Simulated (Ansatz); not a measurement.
`[CH3][GeH]([F])[SiH3]` + CH₃OH → `C[O][GeH]([CH3])[SiH3]` + H–F at 400 K and 1 bar (ligand exchange at a Ge–F bond).

Isolated molecules relaxed with PBE0-D4/def2-TZVP in Ansatz; ΔE leaves out vibrations. CCSD(T)/CBS adds triple-zeta CCSD(T) − MP2 to the extrapolated MP2 energy (def2 sets, frozen cores). This one scheme is used for every species. For Ge outer-core shells are correlated without core-valence functions, which leaves a few kJ/mol of doubt a bond. Scalar relativity is left out up to krypton. Each species was taken in one conformer, which may not be the lowest.

```json
{"species": "`[CH3][GeH]([F])[SiH3]`", "CCSD(T)/CBS energy (Eh)": "-2507.28788", "H − E (kJ/mol)": "224.2", "S (J/(mol·K))": "404.7"}
{"species": "CH₃OH", "CCSD(T)/CBS energy (Eh)": "-115.61712", "H − E (kJ/mol)": "151.2", "S (J/(mol·K))": "252.6"}
{"species": "`C[O][GeH]([CH3])[SiH3]`", "CCSD(T)/CBS energy (Eh)": "-2522.49862", "H − E (kJ/mol)": "337.0", "S (J/(mol·K))": "463.2"}
{"species": "H–F", "CCSD(T)/CBS energy (Eh)": "-100.39570", "H − E (kJ/mol)": "36.5", "S (J/(mol·K))": "182.2"}
```

H − E and S are ideal-gas, rigid-rotor, harmonic terms from PBE0-D4/def2-TZVP, for one conformer and one mirror image of each species. 1 Eh = 2625.50 kJ/mol, R = 8.31446 J/(mol·K).

**Question.** By hand: ΔE, ΔH, ΔS and ΔG.

**Answer.** ΔE = (-2522.49862) + (-100.39570) − (-2507.28788) − (-115.61712) = 0.01068 Eh = 28.0 kJ/mol. Δ(H − E) = 337.0 + 36.5 − 224.2 − 151.2 = -1.9, so ΔH = 26.1 kJ/mol. ΔS = 463.2 + 182.2 − 404.7 − 252.6 = -11.9 J/(mol·K). ΔG = 26.1 − 400 × (-11.9)/1000 = 30.9 kJ/mol.

**Question.** By hand: the equilibrium constant, and the temperature at which ΔG would vanish if ΔH and ΔS stayed fixed.

**Answer.** log₁₀ K = −ΔG/(RT ln 10) = -4.0. ΔH and −TΔS have one sign here, so there is no such temperature.

The number of gas molecules stays the same, so ΔS is small and ΔH decides. A doubt of 5 kJ/mol in ΔE shifts log₁₀ K by 0.7 here. Other conformers and mirror images would add mixing entropy, several J/(mol·K) or more a flexible species. Modes under 60 cm⁻¹, often nearly free rotors, make the harmonic entropy too high. These are equilibria of isolated gas molecules and say nothing of rates. Largest T1 diagnostic: 0.012 (customary marks: 0.02 for closed shells, 0.045 for open ones).

ΔS is within the doubt of such terms, so its sign, and with it that verdict, could turn.
